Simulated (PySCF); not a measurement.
# Correlation energy of Cl²⁺ (chlorine, charge +2)

[Ne] 3s2 3p3, high-spin 4S determinant. All numbers are calculated (PySCF 2.14, scalar relativity by spin-free X2C-1e, in Sapporo-DZP-2012). Frozen: [Ne]; 5 electrons correlated.

MP2 pair energies summed by pair of shells (mhartree):

```json
{"pair": "3s-3p", "energy": "-48.40", "share (%)": "65.7"}
{"pair": "3p-3p", "energy": "-18.41", "share (%)": "25.0"}
{"pair": "3s-3s", "energy": "-6.82", "share (%)": "9.3"}
```

Total MP2 correlation energy: -73.62 mhartree.

Same-spin part -19.87 and opposite-spin part -53.75 mhartree; SCS-MP2 scales them by 1/3 and 6/5 to -71.13 mhartree.

```tsv
level	correlation energy (mhartree)
CCSD	-94.85
(T)	-0.96
CCSD(T)	-95.81
```

Diagnostics: T1 = 0.0014, D1 = 0.0041, largest double amplitude 0.068.

**Question.** Is a single reference adequate?

**Answer.** Yes: T1 lies below 0.03 and no double amplitude reaches 0.07.
